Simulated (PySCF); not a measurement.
# Iodine: a sound run and one with changed settings

Sound run: I(2+) [Kr] 4d10 5s2 5p3, I(3+) [Kr] 4d10 5s2 5p2. Calculation: PySCF 2.14, in cc-pVDZ-PP with ECP28MDF (4s3p2d, 23 functions); scalar relativity through the core potential. The sound run starts from symmetry-adapted Hartree-Fock orbitals and uses a fine grid where one is needed.

Changed run: 26 angular points. This setting is unsound on purpose.

```json
{"species": "I(2+)", "method": "UHF", "sound run (hartree)": "-293.65229", "changed run (hartree)": "-293.65229", "converged": "yes"}
{"species": "I(2+)", "method": "MN15", "sound run (hartree)": "-293.87561", "changed run (hartree)": "-293.87561", "converged": "yes"}
{"species": "I(2+)", "method": "PBE", "sound run (hartree)": "-294.58830", "changed run (hartree)": "-294.58830", "converged": "yes"}
{"species": "I(3+)", "method": "UHF", "sound run (hartree)": "-292.55698", "changed run (hartree)": "-292.55698", "converged": "yes"}
{"species": "I(3+)", "method": "MN15", "sound run (hartree)": "-292.75968", "changed run (hartree)": "-292.75956", "converged": "yes"}
{"species": "I(3+)", "method": "PBE", "sound run (hartree)": "-293.47623", "changed run (hartree)": "-293.47625", "converged": "yes"}
```

Ionisation energy of I(2+):

```json
{"method": "UHF", "sound run (eV)": "29.805", "changed run (eV)": "29.805"}
{"method": "MN15", "sound run (eV)": "30.366", "changed run (eV)": "30.369"}
{"method": "PBE", "sound run (eV)": "30.261", "changed run (eV)": "30.260"}
```

A coarse angular grid integrates products of high-l functions wrongly, so density functionals can shift, and the SCF can exploit the error; Hartree-Fock and MP2 need no grid.

For comparison, NIST gives 29.57 ± 0.025 eV between the lowest levels.
